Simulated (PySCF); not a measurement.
A structure optimised at PBE-D3(BJ)/def2-SVP, used in a PySCF frequency run:

```xyz
10

C      1.0927     2.0073     0.0000
C      0.4626     0.8081     0.0000
Cl    -1.2909     0.7726     0.0000
C      1.1739    -0.4634     0.0000
C      0.7162    -1.7353     0.0000
F     -0.5684    -2.0946     0.0000
H      0.5287     2.9494     0.0000
H      2.1920     2.0477     0.0000
H      2.2720    -0.3758     0.0000
H      1.3963    -2.6038     0.0000
```

Q: Write its SMILES, formula and point group.

A: C=C(Cl)/C=C\F, C4H4ClF, Cs

Q: What are its rotational constants (standard atomic weights)?

A: 4.3427, 2.3032, 1.5050 GHz
